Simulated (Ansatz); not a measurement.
The pair A = H2S (SMILES S) (first 3 atoms), B = CH6Si (SMILES C[SiH3]); geometry from B3LYP-D3(BJ)/def2-TZVP.
(charge 0, multiplicity 1):
```xyz
11

S     -0.009    -0.535     0.305
H     -0.021    -1.572     1.157
H     -1.147    -0.035     0.813
C      1.119     1.077     3.832
Si    -0.400     0.044     4.196
H      1.978     0.721     4.404
H      0.949     2.123     4.093
H      1.366     1.022     2.771
H     -0.171    -1.379     3.839
H     -1.568     0.524     3.416
H     -0.754     0.104     5.635
```

Correlated levels freeze the cores. MP2 and its Hartree–Fock in aug-cc-pV(T+d)Z are density fitted.

Codes used: Ansatz (Gaussian basis) for Hartree–Fock, density functionals and correlated methods. Each number belongs to the level named beside it.

The counterpoise-corrected interaction energy is E(AB) − E(A in the pair's basis) − E(B in the pair's basis). Total energies (hartree):

| level | AB | A in the pair's basis | B in the pair's basis |
|---|---|---|---|
| HF/aug-cc-pV(D+d)Z | -729.0021774 | -398.7024585 | -330.3010249 |
| MP2/aug-cc-pV(D+d)Z | -729.4335911 | -398.8598930 | -330.5715023 |
| HF/aug-cc-pV(T+d)Z | -729.0408296 | -398.7158525 | -330.3263077 |
| MP2/aug-cc-pV(T+d)Z | -729.5639092 | -398.9113293 | -330.6498634 |
| CCSD(T)/aug-cc-pV(D+d)Z | -729.5144643 | -398.8890104 | -330.6234026 |

### Question
Work out the counterpoise-corrected interaction energy at the basis-set limit: extrapolate the MP2 correlation part as X⁻³, take Hartree–Fock from the larger set, and add the CCSD(T) − MP2 difference of aug-cc-pV(D+d)Z.

### Answer

1. Differences (1 hartree = 627.509 kcal/mol): HF/aug-cc-pV(D+d)Z 0.820; MP2/aug-cc-pV(D+d)Z -1.378; HF/aug-cc-pV(T+d)Z 0.835; MP2/aug-cc-pV(T+d)Z -1.705; CCSD(T)/aug-cc-pV(D+d)Z -1.287.
2. Correlation parts, MP2 less HF: -2.197 in aug-cc-pV(D+d)Z (X = 2), -2.540 in aug-cc-pV(T+d)Z (X = 3).
3. Limit (3³·(-2.540) − 2³·(-2.197))/(3³ − 2³) = -2.684; with HF/aug-cc-pV(T+d)Z it gives -1.849.
4. CCSD(T) less MP2 in aug-cc-pV(D+d)Z: 0.091.
Result: -1.76 kcal/mol, against -1.38 at MP2/aug-cc-pV(D+d)Z. It is an estimate of this method's limit, not of the exact value.

Ansatz is a program for electronic structure.
